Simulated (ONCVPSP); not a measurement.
## What one change does to a pseudopotential (silicon (Si), ONCV)

ONCVPSP 4.0.1 input, shortened (lines: element, Z, core and valence counts, functional; n l f; lmax; l rc ep ncon nbas qcut; lloc lpopt rc5 dvloc0; l nproj debl; icmod fcfact rcfact), PBE, scalar-relativistic:

```
  Si 14.00    1    4        4      upf
    1    0    2.00
    2    0    2.00
    2    1    6.00
    3    0    2.00
    3    1    1.00
    1
    0    1.10    0.00    5    9    9.40
    1    0.80    0.00    3    7   18.60
    4    4    0.70    3.00
    0    2    2.20
    1    2    1.10
    3    3.00    1.25
```

Change: p: qcut 13.4.

Cutoffs: the cutoffs (Ha) at which the residual kinetic energy of the hardest occupied pseudo-wave falls to 1 and 0.1 mHa per electron; they do not see the model core or the augmentation charge, which bear on the density cutoff. Errors are all-electron minus pseudo energies relative to the spin-unpolarised reference configuration.

**Question.** What does the change do?

**Answer.** The potential gets neither clearly harder nor softer (125 Ha and 142 Ha → 88 Ha and 264 Ha); of the 4 tests that both files solve, the error grows in 1 and shrinks in 2 by more than 15 % and 0.3 meV (median size 0.7 → 0.7 meV); neither file shows a bound ghost.

```tsv
quantity	base	changed
cutoff, loose	125 Ha	88 Ha
cutoff, tight	142 Ha	264 Ha
loose cutoff by channel	s 32 Ha, p 125 Ha	s 32 Ha, p 88 Ha
bound ghosts	none	none
GHOST(+) flags under 300 eV	none	none
error for 2s2 2p6 3s2 3p2, meV [ΔE -7.74 eV]	+0.2	+0.3
error for 2s2 2p6 3s2 3p0, meV [ΔE 15.99 eV]	+0.7	+1.0
error for 2s2 2p6 3s1 3p0, meV [ΔE 49.96 eV]	-1.6	-1.2
error for 2s2 2p6 3s0 3p4, meV [ΔE 6.04 eV]	+0.7	-0.3
s: phases at 1.12 bohr within 0.05 rad from the reference energy up to (Ha; the scan ends near 5)	to the end of the scan	to the end of the scan
p: phases at 0.81 bohr within 0.05 rad from the reference energy up to (Ha; the scan ends near 5)	to the end of the scan	to the end of the scan
rms error of d²Exc/dni dnj with the model core, mHa	1.96	1.55
```
